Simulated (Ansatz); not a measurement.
A CCSD(T) single point on C4H12Sn (`C[CH2][SnH2][CH2]C`).

```yaml
crystal:
  periodic: [false, false, false]
  atoms:
    - {symbol: C, position_ang: [0.714369, 1.246426, -1.723680]}
    - {symbol: C, position_ang: [1.398986, 0.991536, -0.388373]}
    - {symbol: Sn, position_ang: [1.015826, -0.983477, 0.382326]}
    - {symbol: C, position_ang: [-1.115884, -1.270684, 0.505040]}
    - {symbol: C, position_ang: [-1.810933, -0.186115, 1.315817]}
    - {symbol: H, position_ang: [0.914188, 2.257163, -2.093174]}
    - {symbol: H, position_ang: [1.055301, 0.547754, -2.492605]}
    - {symbol: H, position_ang: [-0.371566, 1.139607, -1.649596]}
    - {symbol: H, position_ang: [2.481532, 1.113463, -0.472837]}
    - {symbol: H, position_ang: [1.061934, 1.706892, 0.366491]}
    - {symbol: H, position_ang: [1.708414, -1.156703, 1.943464]}
    - {symbol: H, position_ang: [1.713822, -2.152253, -0.663437]}
    - {symbol: H, position_ang: [-1.500393, -1.300884, -0.517878]}
    - {symbol: H, position_ang: [-1.295883, -2.258646, 0.935677]}
    - {symbol: H, position_ang: [-2.892819, -0.346137, 1.359994]}
    - {symbol: H, position_ang: [-1.446342, -0.155250, 2.346238]}
    - {symbol: H, position_ang: [-1.649650, 0.806907, 0.886834]}
basis:
  gaussian: {orbitals: def2-SVP}
correlation: {method: ccsd_t}
```

```sh
$ ansatz run in.yaml --threads 4 --pin off --events-out ev --progress --plain --max-ram 11315MiB
```

Log, shortened:

```
Functional definition: HF
1545 factors; integrals over basis functions are off by at most 1.4e-3 eV
mean field evaluation 1: about -10109.8504 eV, gradient 3.4e1 eV
mean field evaluation 2: about -10109.8600 eV, gradient 3.4e1 eV
mean field evaluation 4: about -10113.3032 eV, gradient 3.6e0 eV
mean field evaluation 8: about -10113.3494 eV, gradient 7.0e-5 eV
mean field -10113.34936308 eV, -371.6587340188 hartree, gradient 1.5e-6 eV, S^2 0.000000; 0 other end points of the search recorded, 0 dependent functions left out
8 core orbitals not correlated: weight in the atoms' cores, before any rotation towards them, 1.000 or more for the frozen orbitals, at most 0.000 for the correlated occupied ones
reference -10113.34936308 eV, -371.6587340188 hartree; 21, 21 occupied and 113, 113 virtual orbitals, 1545 factors
second order -19.24692283 eV of doubles, -0.00000000 eV of singles
cycle   1  -20.65525816 eV  change    -1.4e0 eV  update   9.4e-2
cycle   2  -21.26365608 eV  change   -6.1e-1 eV  update   2.9e-2
cycle   3  -21.33740190 eV  change   -7.4e-2 eV  update   9.2e-3
cycle   4  -21.33794321 eV  change   -5.4e-4 eV  update   2.6e-3
cycle   5  -21.33784813 eV  change    9.5e-5 eV  update   7.2e-4
cycle   6  -21.33774008 eV  change    1.1e-4 eV  update   2.4e-4
cycle   7  -21.33771845 eV  change    2.2e-5 eV  update   6.8e-5
cycle   8  -21.33771706 eV  change    1.4e-6 eV  update   2.4e-5
perturbative correction -0.62699077 eV, -0.0230414858 hartree
Total energy: -10135.31407091 eV, -372.4659221432 hartree
```

It took 33 s on 4 threads of an Arm Neoverse V1 on a shared host, with 1.3 GiB of host memory at the peak.

Correlation energy per correlated electron: -0.523 eV. T1 diagnostic: 0.0078.
